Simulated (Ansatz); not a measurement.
`C[CH2][SnH2][F]` from Hartree–Fock to CCSD(T)

Cartesian coordinates in Å:
```
C -1.1230 -0.5107 0.8365
C 0.2713 -0.7501 0.2741
Sn 0.9935 0.9226 -0.8413
F -0.4038 1.2177 -2.1466
H -1.1377 0.3246 1.5413
H -1.4878 -1.3933 1.3697
H -1.8393 -0.2836 0.0441
H 0.9936 -0.9620 1.0673
H 0.2842 -1.6059 -0.4050
H 1.0527 2.3873 0.0362
H 2.3963 0.6535 -1.7764
```

Total charge 0; spin multiplicity 1. Correlated methods include outer-core shells of Sn, which these sets cover unevenly. Sn takes the def2 core potential. Geometry: relaxed with PBE0-D4/def2-TZVP. It is one conformer, not always the lowest. Frozen core, restricted reference, Ansatz 0.2.0.

```
     basis     HF (Eh)  MP2 corr.
  def2-SVP  -392.46182   -0.59603
def2-TZVPP  -392.69110   -0.94218
def2-QZVPP  -392.70240   -1.20217
```

Question: Estimate the CCSD correlation energy and the (T) correction in each basis where they were run (hartree).

Answer: 
```json
{"basis": "def2-SVP", "CCSD corr.": "-0.64336", "(T)": "-0.01543"}
{"basis": "def2-TZVPP", "CCSD corr.": "-0.97013", "(T)": "-0.03110"}
```
